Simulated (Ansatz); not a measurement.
One change: `[Cl][Al]1[CH2]C[O]1` becomes `C[O][Al]1[CH2]C[O]1`.

Ansatz, PBE0-D4/def2-TZVP geometries, multiplicity 1. Each molecule was computed in one conformer, which needn't be the lowest.

```csv
property,`[Cl][Al]1[CH2]C[O]1`
LUMO energy (PBE/def2-TZVPP) / eV,-1.36
LUMO energy (ωB97M-V/def2-TZVPP) / eV,1.09
HOMO–LUMO gap (ωB97M-V/def2-TZVPP) / eV,11.41
LUMO energy (PBE0/def2-TZVPP) / eV,-0.53
size of the dipole moment (PBE/def2-TZVPP) / D,1.94
HOMO energy (B3LYP/def2-TZVPP) / eV,-7.82
```

Question: What does the change do to each property? (Best estimate.)

Answer: Ansatz gave: 
```csv
property,`C[O][Al]1[CH2]C[O]1`,shift
LUMO energy (PBE/def2-TZVPP) / eV,-1.00,0.36
LUMO energy (ωB97M-V/def2-TZVPP) / eV,1.35,0.26
HOMO–LUMO gap (ωB97M-V/def2-TZVPP) / eV,11.40,-0.01
LUMO energy (PBE0/def2-TZVPP) / eV,-0.17,0.36
size of the dipole moment (PBE/def2-TZVPP) / D,1.27,-0.67
HOMO energy (B3LYP/def2-TZVPP) / eV,-7.41,0.41
```

With PBE0 the HOMO rises by 0.42 eV and the LUMO rises by 0.36 eV, so the gap narrows by about 0.06 eV. PBE moves the HOMO by 0.42 eV and ωB97M-V by 0.27 eV. Dipoles are sizes alone; their direction can turn.

B3LYP here is the variant with VWN-RPA as its local correlation; programs differ in this.
